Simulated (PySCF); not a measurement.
**Correlation energy of P²⁺ (phosphorus, charge +2)**

[Ne] 3s2 3p1, 2P determinant. Computed with PySCF 2.14 in aug-cc-pCVQZ-DK (10s9p7d5f3g, 134 functions), with scalar relativity by spin-free X2C-1e. Frozen: 1s2; 11 electrons correlated.

MP2 pair energies summed by pair of shells (mhartree):

```csv
pair,energy,share (%)
2p-2p,-204.70,55.2
2s-2p,-66.75,18.0
3s-3s,-26.69,7.2
2p-3s,-26.04,7.0
3s-3p,-22.63,6.1
2s-2s,-10.45,2.8
2p-3p,-8.80,2.4
2s-3s,-3.28,0.9
2s-3p,-1.39,0.4
```

Total MP2 correlation energy: -370.74 mhartree.

Same-spin part -88.37 and opposite-spin part -282.37 mhartree; SCS-MP2 scales them by 1/3 and 6/5 to -368.30 mhartree.
